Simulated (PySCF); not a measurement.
The numbers are results of PySCF 2.14.0 with B3LYP-D3(BJ)/def2-TZVP // B3LYP-D3(BJ)/def2-SVP, not measurements. Gas-phase values, no solvent. One relaxed conformer stands for a flexible species; it need not be the lowest. B3LYP has the VWN-RPA correlation part, as in Gaussian. Delta-SCF ions had no search for a lower state. Excitations are Tamm–Dancoff values on a coarser integration grid. The basis has no diffuse functions, so Rydberg states are missing or too high.

Reference species (SMILES): `Bc1ccc(F)c2cccnc12` (neutral, multiplicity 1).

vertical ionisation energy (Delta-SCF): 8.71 eV
T1 excitation (TDA): 2.84 eV

Changed species: `Bc1cc(F)c2cccnc2c1`.

Problem. What does the change do to the vertical ionisation energy (Delta-SCF) and T1 excitation (TDA)?

Solution. the vertical ionisation energy (Delta-SCF) decreases by 0.07 eV, to 8.64 eV; the T1 excitation (TDA) falls by 0.16 eV, to 2.68 eV.
